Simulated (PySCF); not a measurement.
stibine (H₃Sb), SMILES [SbH3].

Coordinates come from a B3LYP-D3(BJ)/def2-TZVPD optimisation. The def2 effective core potentials stand for the cores of Sb; spin–orbit coupling is left out.

Method: PBE/def2-TZVPD in PySCF.

The molecule is in vacuum.

Problem. Estimate the frontier levels, gap, dipole moment and polarisability. (An estimate is asked for; the answer gives what the named calculation found.)

Solution. 
```yaml
highest_occupied_level: -6.52 eV
lowest_empty_level: -0.99 eV
orbital_gap: 5.53 eV
dipole_moment: 0.38 D
quadrupole, principal values (traceless, Buckingham form, about the centre of nuclear charge): -2.01, 1.00, 1.00 D·Å
mean_static_polarisability: 48.3 bohr³ (7.16 Å³)
polarisability_principal_values: 47.7, 47.7, 49.7 bohr³
```
